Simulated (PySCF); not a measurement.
State search for KCa

Unrestricted PBE0; basis K x2c-SVPall, Ca x2c-SVPall; spin-free X2C with a Gaussian nucleus; PySCF 2.14. Outer shells of the fragments: K 4s1; Ca 4s2.

Followed along the bond (rough minima from three points):

| 2Ms+1 | unpaired | ⟨S²⟩ at the start | R at minimum (Å) | Te (eV) |
| --- | --- | --- | --- | --- |
| 2 | σ ↑ | 0.76 | 4.26 | 0.00 |
| 2 | π ↑ | 0.86 | 3.55 | 0.89 |
| 2 | δ ↑ | 0.83 | 3.83 | 1.75 |
| 4 | σ ↑↑, π ↑ | 3.75 | 3.82 | 1.77 |

Solutions found at the starting distance of 3.535 Å, counted from the lowest of them; the search is not exhaustive and high or unbound solutions are not listed, so other states can lie among these:

| 2Ms+1 | unpaired | term | E (eV) | ⟨S²⟩ | ⟨Lz²⟩ | μ (D) |
| --- | --- | --- | --- | --- | --- | --- |
| 2 | σ ↑ | ²Σ⁺ | 0.00 | 0.76 | 0.00 | -1.62 |
| 2 | π ↑ | ²Π | 0.70 | 0.86 | 1.03 | -3.40 |
| 2 | δ ↑ | ²Δ | 1.59 | 0.83 | 4.00 | -3.72 |
| 4 | σ ↑↑, π ↑ | ⁴Π | 1.61 | 3.75 | 1.01 | -1.41 |
| 2 | σ ↑↑, π ↓ | mixed | 2.16 | 1.75 | 1.02 | -0.41 |
| 4 | σ ↑↑↑ | ⁴Σ⁺ | 2.19 | 3.75 | 0.00 | 3.25 |

A term symbol is given only where ⟨S²⟩ and ⟨Lz²⟩ are close to those of a pure state; real π, δ and φ orbitals otherwise mix terms. A positive dipole means K(−)Ca(+).

Compare the gap between the two lowest followed solutions at the starting distance with the gap between their minima.

At PBE0 the second solution (doublet, unpaired electrons π ↑) lies +0.70 eV from the first (doublet, unpaired electrons σ ↑) at 3.535 Å and +0.89 eV at the minima; the two curves relax by different amounts, since their minima lie near 3.55 and 4.26 Å.

Counting both spins, an empty level lies below a filled one in some of these solutions, because spin and occupation are held.
